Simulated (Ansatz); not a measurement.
Cl2FH3OSi2, SMILES `O[Si@H](Cl)[Si@H](F)Cl`, relaxed with RKS PBE0-D4/def2-TZVP in Ansatz from a PBE-D4/def2-SVP geometry. The force threshold is 0.005 eV/Å; the program also tests the step.

Charge 0, multiplicity 1.

Start:

```xyz
9

O    -0.774    0.502   -1.788
Si   -0.227    1.042   -0.302
Cl    1.567    2.109   -0.445
Si    0.287   -0.889    0.933
F     0.847   -1.904   -0.239
Cl   -1.450   -1.714    1.716
H    -0.286   -0.270   -2.134
H    -1.281    1.952    0.239
H     1.317   -0.828    2.020
```

```tsv
step	energy (eV)	largest force (eV/Å)	largest move (Å)
1	-45603.2828	1.108	0.000
2	-45603.3452	0.723	0.099
3	-45603.3682	0.547	0.040
4	-45603.3758	0.187	0.023
5	-45603.3800	0.138	0.071
6	-45603.3810	0.013	0.020
7	-45603.3815	0.009	0.030
8	-45603.3817	0.022	0.027
9	-45603.3818	0.036	0.026
10	-45603.3820	0.024	0.018
11	-45603.3821	0.026	0.025
12	-45603.3821	0.022	0.009
13	-45603.3821	0.019	0.002
14	-45603.3822	0.011	0.009
15	-45603.3822	0.002	0.003
```

End:

```xyz
9

O    -0.846    0.571   -1.778
Si   -0.215    0.984   -0.328
Cl    1.569    1.995   -0.532
Si    0.296   -0.922    0.946
F     0.979   -1.974   -0.048
Cl   -1.430   -1.756    1.660
H    -0.376   -0.069   -2.317
H    -1.191    1.894    0.305
H     1.213   -0.722    2.090
```

Run time 62 s (4 threads of a server CPU on a shared host); peak host memory 0.81 GiB.
